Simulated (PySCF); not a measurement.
Cl₂GaHSe, SMILES [Cl][Ga]([SeH])[Cl]. Geometry optimised at PBE0-D3(BJ)/def2-SVP. The structure was generated by enumeration; whether it is a known compound was not checked. Other conformers were not sampled.

Level of theory: PySCF with PBE0-D3(BJ)/def2-SVP.

Harmonic wavenumbers (cm⁻¹): 88, 119, 125, 251, 283, 427, 458, 641, 2456. Rotational constants (GHz): 2.114, 1.103, 0.7249; symmetry number 1.

Problem. Work out the zero-point energy and the ideal-gas rigid-rotor harmonic-oscillator thermochemistry at 298.15 K and 1 atm.

Solution. ZPE = ½ Σ hcν = ½ × 4848 cm⁻¹ = 29.00 kJ/mol. H − E(el) = 48.76 kJ/mol. Entropy in J/(mol K): translation 176.05, rotation 123.98, vibration 63.19, total 363.22. G − E(el) = -59.53 kJ/mol. Cp = 87.60 J/(mol K). Modes under 150 cm⁻¹ make the vibrational entropy uncertain.
